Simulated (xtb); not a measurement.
Input file for xtb: GFN2-xTB on CH6GeO2 (SMILES [CH3][GeH]([OH])[OH]), a point of a torsion scan.

```
$ xtb mol.xyz --gfn 2 --sp --chrg 0 --uhf 0
10

C     -1.35609700    -0.55931025    -0.04875176
Ge     0.39985831     0.24852363     0.36717436
O      1.73944504    -0.57185079    -0.42921334
O      0.46354009     1.82847669    -0.34593060
H     -1.24554351    -1.57723676    -0.41072282
H     -1.83388790     0.03174680    -0.82399536
H     -2.00299016    -0.57087107     0.82208188
H      0.74958878     0.36118329     1.84195398
H      1.86881224    -1.49522560    -0.23240240
H      1.31137039     2.05169096    -0.72554127
```

Output:

```
[...]
           -------------------------------------------------
          |                Calculation Setup                |
           -------------------------------------------------



           -------------------------------------------------
          |                 G F N 2 - x T B                 |
           -------------------------------------------------

        Reference                      10.1021/acs.jctc.8b01176
      * Hamiltonian:
        H0-scaling (s, p, d)           1.850000    2.230000    2.230000
        zeta-weighting                 0.500000
      * Dispersion:
        s8                             2.700000
        a1                             0.520000
        a2                             5.000000
        s9                             5.000000
      * Repulsion:
        kExp                           1.500000    1.000000
        rExp                           1.000000
      * Coulomb:
        alpha                          2.000000
        third order                    shell-resolved
        anisotropic                    true
        a3                             3.000000
        a5                             4.000000
        cn-shift                       1.200000
        cn-exp                         4.000000
        max-rad                        5.000000


          ...................................................
          :                      SETUP                      :
          :.................................................:
          :  # basis functions                  28          :
          :  # atomic orbitals                  27          :
          :  # shells                           15          :
          :  # electrons                        26          :
          :  max. iterations                   250          :
          :  Hamiltonian                  GFN2-xTB          :
          :  restarted?                      false          :
          :  GBSA solvation                  false          :
          :  PC potential                    false          :
          :  electronic temp.          300.0000000     K    :
          :  accuracy                    1.0000000          :
          :  -> integral cutoff          0.2500000E+02      :
          :  -> integral neglect         0.1000000E-07      :
          :  -> SCF convergence          0.1000000E-05 Eh   :
          :  -> wf. convergence          0.1000000E-03 e    :
          :  Broyden damping             0.4000000          :
          :  net charge                          0          :
          :  unpaired electrons                  0          :
          ...................................................

 iter      E             dE          RMSdq      gap      omega  full diag
   1    -14.9605013 -0.149605E+02  0.626E+00    7.43       0.0  T
   2    -14.8230476  0.137454E+00  0.104E+01    9.28       1.0  T
   3    -15.3265792 -0.503532E+00  0.564E+00    8.49       1.0  T
   4    -15.4092906 -0.827113E-01  0.674E-01    8.09       1.0  T
   5    -15.4099854 -0.694849E-03  0.255E-01    8.10       1.0  T
   6    -15.4096086  0.376812E-03  0.315E-01    8.07       1.0  T
   7    -15.4101114 -0.502838E-03  0.618E-02    8.09       1.0  T
   8    -15.4101129 -0.142573E-05  0.144E-02    8.09       2.2  T
   9    -15.4101139 -0.108606E-05  0.572E-03    8.09       5.5  T
  10    -15.4101140 -0.533231E-07  0.113E-03    8.09      28.0  T
  11    -15.4101140 -0.134558E-08  0.137E-04    8.09     231.3  T
  12    -15.4101140 -0.376321E-10  0.394E-05    8.09     802.5  T

   *** convergence criteria satisfied after 12 iterations ***

         #    Occupation            Energy/Eh            Energy/eV
      -------------------------------------------------------------
         1        2.0000           -0.6893822             -18.7590
       ...           ...                  ...                  ...
         7        2.0000           -0.4879799             -13.2786
         8        2.0000           -0.4802721             -13.0689
         9        2.0000           -0.4746729             -12.9165
        10        2.0000           -0.4687789             -12.7561
        11        2.0000           -0.4542464             -12.3607
        12        2.0000           -0.4488647             -12.2142
        13        2.0000           -0.4121674             -11.2156 (HOMO)
        14                         -0.1148855              -3.1262 (LUMO)
        15                         -0.0773024              -2.1035
        16                         -0.0414203              -1.1271
        17                          0.0023753               0.0646
        18                          0.1152908               3.1372
       ...                                ...                  ...
        27                          1.0412315              28.3333
      -------------------------------------------------------------
                  HL-Gap            0.2972819 Eh            8.0895 eV
             Fermi-level           -0.2635264 Eh           -7.1709 eV

 SCC (total)                   0 d,  0 h,  0 min,  0.004 sec
 SCC setup                      ...        0 min,  0.000 sec (  2.471%)
 Dispersion                     ...        0 min,  0.000 sec (  0.867%)
 classical contributions        ...        0 min,  0.000 sec (  0.356%)
 integral evaluation            ...        0 min,  0.001 sec ( 14.137%)
 iterations                     ...        0 min,  0.002 sec ( 48.413%)
 molecular gradient             ...        0 min,  0.001 sec ( 31.582%)
 printout                       ...        0 min,  0.000 sec (  2.019%)

         :::::::::::::::::::::::::::::::::::::::::::::::::::::
         ::                     SUMMARY                     ::
         :::::::::::::::::::::::::::::::::::::::::::::::::::::
         :: total energy             -15.301937498968 Eh    ::
         :: gradient norm              0.000425872068 Eh/a0 ::
         :: HOMO-LUMO gap              8.089452103803 eV    ::
         ::.................................................::
         :: SCC energy               -15.410108458202 Eh    ::
         :: -> isotropic ES            0.044878149920 Eh    ::
         :: -> anisotropic ES         -0.001181601954 Eh    ::
         :: -> anisotropic XC          0.002098679746 Eh    ::
         :: -> dispersion             -0.004469925281 Eh    ::
         :: repulsion energy           0.108170959234 Eh    ::
         :: add. restraining           0.000000000000 Eh    ::
         :: total charge               0.000000000000 e     ::
         :::::::::::::::::::::::::::::::::::::::::::::::::::::

           -------------------------------------------------
          |                Property Printout                |
           -------------------------------------------------

    * Orbital Energies and Occupations

         #    Occupation            Energy/Eh            Energy/eV
      -------------------------------------------------------------
         1        2.0000           -0.6893822             -18.7590
         2        2.0000           -0.6701052             -18.2345
         3        2.0000           -0.6313472             -17.1798
         4        2.0000           -0.5841261             -15.8949
         5        2.0000           -0.5576712             -15.1750
         6        2.0000           -0.5272213             -14.3464
         7        2.0000           -0.4879799             -13.2786
         8        2.0000           -0.4802721             -13.0689
         9        2.0000           -0.4746729             -12.9165
        10        2.0000           -0.4687789             -12.7561
        11        2.0000           -0.4542464             -12.3607
        12        2.0000           -0.4488647             -12.2142
        13        2.0000           -0.4121674             -11.2156 (HOMO)
        14                         -0.1148855              -3.1262 (LUMO)
        15                         -0.0773024              -2.1035
        16                         -0.0414203              -1.1271
        17                          0.0023753               0.0646
        18                          0.1152908               3.1372
        19                          0.1425277               3.8784
        20                          0.1740607               4.7364
        21                          0.1806105               4.9147
        22                          0.1981688               5.3924
        23                          0.2573481               7.0028
        24                          0.3168141               8.6210
       ...                                ...                  ...
        27                          1.0412315              28.3333
      -------------------------------------------------------------
                  HL-Gap            0.2972819 Eh            8.0895 eV
             Fermi-level           -0.2635264 Eh           -7.1709 eV

     #   Z          covCN         q      C6AA      α(0)
     1   6 C        3.661    -0.152    23.751     6.993
     2  32 Ge       3.392     0.317   172.683    23.972
     3   8 O        1.586    -0.480    22.500     6.401
     4   8 O        1.587    -0.462    22.139     6.350
     5   1 H        0.925     0.053     2.288     2.365
     6   1 H        0.925     0.068     2.105     2.269
     7   1 H        0.925     0.050     2.314     2.379
     8   1 H        0.933    -0.018     3.397     2.882
     9   1 H        0.809     0.303     0.712     1.325
    10   1 H        0.815     0.322     0.658     1.273

 Mol. C6AA /au·bohr⁶  :       1235.627893
 Mol. C8AA /au·bohr⁸  :      48702.739995
 Mol. α(0) /au        :         56.208382


Wiberg/Mayer (AO) data.
largest (>0.10) Wiberg bond orders for each atom

 ---------------------------------------------------------------------------
     #   Z sym  total        # sym  WBO       # sym  WBO       # sym  WBO
 ---------------------------------------------------------------------------
     1   6 C    3.992 --     7 H    0.974     5 H    0.970     6 H    0.967
                             2 Ge   0.851     8 H    0.108
     2  32 Ge   4.011 --     4 O    1.163     3 O    1.121     1 C    0.851
                             8 H    0.775
     3   8 O    2.176 --     2 Ge   1.121     9 H    0.887
     4   8 O    2.196 --     2 Ge   1.163    10 H    0.870
     5   1 H    0.997 --     1 C    0.970
     6   1 H    0.995 --     1 C    0.967
     7   1 H    0.997 --     1 C    0.974
     8   1 H    1.000 --     2 Ge   0.775     1 C    0.108
     9   1 H    0.908 --     3 O    0.887
    10   1 H    0.897 --     4 O    0.870
 ---------------------------------------------------------------------------

Topologies differ in total number of bonds
Writing topology from bond orders to xtbtopo.mol

molecular dipole:
                 x           y           z       tot (Debye)
 q only:       -0.064      -0.598       0.218
   full:       -0.098      -0.828       0.175       2.165
molecular quadrupole (traceless):
                xx          xy          yy          xz          yz          zz
 q only:        0.201       0.925       0.793       0.282      -0.951      -0.994
  q+dip:        0.171       1.123       0.514       0.561      -1.042      -0.686
   full:        0.596       1.123       1.253       0.104      -1.158      -1.849


           -------------------------------------------------
          | TOTAL ENERGY              -15.301937498968 Eh   |
          | GRADIENT NORM               0.000425872068 Eh/α |
          | HOMO-LUMO GAP               8.089452103803 eV   |
           -------------------------------------------------

------------------------------------------------------------------------
------------------------------------------------------------------------
 total:
Note: The following floating-point exceptions are signalling: IEEE_UNDERFLOW_FLAG IEEE_DENORMAL
normal termination of xtb
 SCF:
```

The run finished.

Cost: about 0.020 core-seconds (a rough figure).
